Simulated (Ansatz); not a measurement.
Calculated with Ansatz (gas phase, PBE0-D4/def2-TZVP geometries, no zero-point term in ΔE). CBS: MP2 limit from def2 TZ/QZ plus the TZ coupled-cluster correction, frozen cores. DFT in def2-TZVPP. Elements past krypton have def2 core potentials. For W outer-core shells are correlated without core-valence functions, which leaves a few kJ/mol of doubt a bond. One conformer a species, not always the lowest.

`CC1=CCCC1` + `[NH]=[W](=[NH])([OH])[Cl]` → `C[O][W](=[NH])(=[NH])[Cl]` + `C1=CCCC1`  (substitution at a C–C bond)

`CC1=CCCC1`:

Cartesian coordinates in Å:
```
C 2.015 0.765 -0.488
C 0.628 0.346 -0.158
C -0.403 1.129 0.150
C -1.670 0.356 0.362
C -1.170 -1.094 0.476
C 0.208 -1.099 -0.199
H 2.291 0.441 -1.497
H 2.737 0.305 0.195
H 2.134 1.848 -0.433
H -0.356 2.212 0.199
H -2.228 0.675 1.248
H -2.349 0.487 -0.492
H -1.053 -1.349 1.532
H -1.861 -1.819 0.043
H 0.922 -1.759 0.304
H 0.156 -1.442 -1.242
```

`[NH]=[W](=[NH])([OH])[Cl]`:

Cartesian coordinates in Å:
```
N -0.418 -1.269 0.767
W -0.222 0.133 -0.253
N 0.194 1.544 0.681
O 1.206 -0.194 -1.452
Cl -2.218 0.526 -1.305
H -0.459 -1.748 1.653
H 0.385 2.094 1.503
H 1.531 -1.086 -1.594
```

`C[O][W](=[NH])(=[NH])[Cl]`:

```xyz
11

C    -0.893   -1.108    1.429
O     0.224   -0.888    0.606
W     0.836    0.477   -0.515
N    -0.345    1.763   -0.471
N     1.006   -0.159   -2.130
Cl    2.859    1.328    0.156
H    -1.558   -1.836    0.956
H    -0.549   -1.514    2.383
H    -1.441   -0.179    1.609
H    -0.998    2.398   -0.905
H     0.859   -0.282   -3.118
```

`C1=CCCC1`:

Cartesian coordinates in Å:
```
C 0.148 -0.689 -1.153
C -0.435 -1.274 -0.113
C -0.590 -0.333 1.045
C 0.316 0.847 0.654
C 0.486 0.746 -0.871
H 0.326 -1.161 -2.113
H -0.804 -2.294 -0.100
H -0.305 -0.780 2.002
H -1.639 -0.027 1.148
H -0.079 1.812 0.975
H 1.292 0.721 1.131
H 1.492 1.022 -1.200
H -0.206 1.410 -1.405
```

| level | ΔE (kcal/mol) |
| --- | --- |
| r2SCAN-D4 | 14.8 |
| PBE-QIDH | 15.3 |
| CAM-B3LYP | 13.5 |
| CCSD(T)/def2-SVP | 12.4 |

**Question.** What does CCSD(T)/CBS give? (Estimate.)

**Answer.** Computed: +14.8 kcal/mol. The listed levels differ from it by 0.0, 0.5, -1.3, -2.4 kcal/mol.

Largest T1 diagnostic among the species: 0.020.

From BLYP to BHLYP (50 % exact exchange), in def2-TZVPP and without D4, ΔE moves by +1.1 kcal/mol. At CCSD(T), def2-SVP lies −2.5 kcal/mol from the extrapolated value and def2-TZVPP −0.8 kcal/mol. In def2-TZVPP, CCSD(T) changes the Hartree–Fock value by +1.8 kcal/mol (the triples alone add −0.1 kcal/mol) and MP2 by +3.0 kcal/mol.
